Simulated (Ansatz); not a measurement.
Molecule: BO (charge +1, singlet). 
Coordinates optimised at B3LYP-D3(BJ)/def2-TZVP (Ansatz, an electronic-structure program):
```xyz
2

B      0.0000     0.0000    -0.7313
O      0.0000     0.0000     0.4571
```
Charge +1, spin multiplicity 1.

Parts of the frozen-core correlation energy in cc-pVDZ (Ansatz, hartree). Frozen orbitals: 2; correlated occupied orbitals by spin: 4 and 4; virtual: 22 and 22. No spin-orbit coupling. Non-relativistic.

```
term                           value
-------------------------  ---------
reference (HF)             -99.03810
MP2 opposite-spin           -0.19059
MP2 same-spin               -0.07022
CCSD correlation            -0.25811
(T)                         -0.01293
CCSDT minus CCSD(T)         -0.00149
CCSDT(Q) minus CCSD(T)      -0.00365
T1 diagnostic                  0.055
largest doubles amplitude      0.081
```
